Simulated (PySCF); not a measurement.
CHS₂, SMILES S=C=[SH+], charge +1.

Geometry: B3LYP-D3(BJ)/def2-TZVP. The isomer is the one that the SMILES or the coordinates give; other isomers of the formula were not compared.

Vertical ionisation energy (IE) and electron affinity (EA) in eV. Rows of orbital energies are one-electron estimates. Where ΔSCF, EOM or ADC give a negative EA the extra electron is unbound and the value depends on the basis.

```csv
level,IE,EA
"−ε(HOMO), −ε(LUMO), CAM-B3LYP/def2-TZVPD (PySCF)",15.63,8.13
ADC(2)/aug-cc-pVDZ (PySCF),…,…
```

Q: Some entries are withheld; supply them. (Estimate from the structure and the level; the computed values follow.)

A: 
- ADC(2)/aug-cc-pVDZ (PySCF), IE: 16.41
- ADC(2)/aug-cc-pVDZ (PySCF), EA: 7.05

Q: Beyond the first one, list the lowest photoelectron lines from PySCF with ADC(2)/aug-cc-pVDZ with their pole strengths (two spins summed). (The exact figures need the calculation; the answer reports its results.)

A: 18.51 eV (1.78), 19.76 eV (1.70), 20.41 eV (1.72), 21.67 eV (1.73), 23.92 eV (1.67).
